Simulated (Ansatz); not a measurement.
The first iterations of a band of ClH2InO2 + H3P (10 atoms, charge 0, multiplicity 1).

Theory: Ansatz 0.2.0, RKS PBE0-D4/def2-SVP.

* movable images: 5
* climbing image: yes
* spring: 5.0 eV/Å²
* optimiser: quadratic models (default)
* start path: through a guess of the saddle point
* force threshold: 0.03 eV/Å
* iteration limit: 60
* end points: relaxed

First end point:

```xyz
10
Properties=species:S:1:pos:R:3
In 0.014 0.041 0.152
O -0.232 -0.716 1.983
H -1.166 -0.818 2.203
O 1.817 0.099 -0.691
H 2.472 -0.326 -0.122
Cl -1.864 0.565 -1.148
P 0.465 3.013 1.334
H 1.459 2.331 0.561
H -0.589 2.769 0.398
H 0.158 1.879 2.153
```

Last end point:

```xyz
10
Properties=species:S:1:pos:R:3
In 0.432 0.820 0.230
O -0.252 -0.357 2.163
H -1.086 -0.674 1.771
O 2.061 -0.175 -0.350
H 1.834 -1.014 -0.768
Cl -1.623 -0.175 -0.559
P 0.385 3.171 1.051
H 1.646 3.468 0.448
H -0.363 3.592 -0.092
H -0.499 0.180 2.927
```

| iteration | highest image above the first end (eV) | largest band force component (eV/Å) |
| --- | --- | --- |
| 1 | 14.138 | 35.209 |
| 2 | 5.013 | 13.518 |
| 3 | 2.197 | 7.445 |
| 4 | 0.945 | 3.297 |
| 5 | 0.458 | 1.820 |
| 6 | 0.171 | 1.368 |
| 7 | 0.094 | 0.974 |
| 8 | 0.385 | 2.736 |
| 9 | 0.088 | 0.526 |
| 10 | 0.071 | 0.315 |

Q: Does the band converge within its limit, and where does its top end?

A: The run converged. It ended after 31 iterations with the highest image 0.451 eV above the first end. Neighbouring images differ by up to 1.3 eV, so the band resolves the path poorly. A vibrational analysis at the climbing image gives one clearly imaginary mode, 987i cm⁻¹: a first-order saddle point. The orbitals stay closed-shell, which can raise the energy where a bond breaks towards radicals; this wasn't checked here.

The run took 4.8 min on 4 threads of Arm Neoverse V2, on a shared host, peak memory 0.32 GiB.
